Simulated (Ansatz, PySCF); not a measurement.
Spin gap between two states, R1 and P1; the higher of the two is an excited state, each structure at its B3LYP-D3(BJ)/def2-TZVP stationary point, reached from a drawn start (curvature not checked).
R1, C4H6 (SMILES [CH2]C([CH2])=C) (charge 0, multiplicity 3):
```xyz
10

C      0.000     0.000     0.000
C      1.409     0.000     0.000
H      1.966     0.926     0.000
H      1.966    -0.926     0.000
C     -0.705     1.220     0.000
H     -1.785     1.240     0.000
H     -0.181     2.166     0.000
C     -0.705    -1.220     0.000
H     -0.181    -2.166     0.000
H     -1.785    -1.240     0.000
```
P1, C4H6 (SMILES [CH2]C([CH2])=C) (charge 0, multiplicity 1):
```xyz
10

C     -0.11970     0.00000     0.22018
C      1.31208     0.00000    -0.02283
H      2.08588     0.00000     0.73731
H      1.61871     0.00000    -1.05749
C     -0.68173     1.24821     0.07954
H     -1.65341     1.40180    -0.37950
H     -0.11334     2.12297     0.36137
C     -0.68173    -1.24821     0.07954
H     -0.11334    -2.12297     0.36137
H     -1.65341    -1.40180    -0.37950
```

P less R. No zero-point or thermal terms; singlets are restricted closed shells; open shells are unrestricted.

Codes used: Ansatz (a program for electronic structure) with Gaussian orbitals; PySCF for the D3/D4 terms. No computed number here is a measurement.

Problem. One of these levels gives 47.00 kcal/mol for the spin gap. Which?
A) BLYP/def2-TZVPP
B) revPBE-D4/def2-TZVPP
C) BHLYP-D4/def2-TZVPP
D) B3LYP/def2-TZVPP

Solution. C, BHLYP-D4/def2-TZVPP. The others give 22.20 (BLYP/def2-TZVPP), 24.43 (revPBE-D4/def2-TZVPP), 31.52 (B3LYP/def2-TZVPP)
